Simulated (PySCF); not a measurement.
**Correlation energy of Zn (zinc, neutral)**

[Ar] 3d9 4s2 4p1, one real determinant (an excited configuration). Calculation: PySCF 2.14, in ANO-RCC-VTZP (6s5p3d2f1g, 59 functions); the spin-free X2C one-electron Hamiltonian (Gaussian nucleus). Frozen: [Ar]; 12 electrons correlated.

| level | correlation energy (mhartree) |
| --- | --- |
| CCSD | -399.08 |
| (T) | -10.38 |
| CCSD(T) | -409.46 |

Diagnostics: T1 = 0.021, D1 = 0.0830, largest double amplitude 0.076.

Task: Is a single reference adequate?

Result: Mostly. T1 lies below 0.03, but a double amplitude of this size points to a near-degeneracy that CCSD handles and MP2 describes poorly.

The basis was made for the ground configuration and has no added diffuse functions, which can raise the energy of the promoted electron.

The reference is one real determinant that mixes LS terms of this configuration.
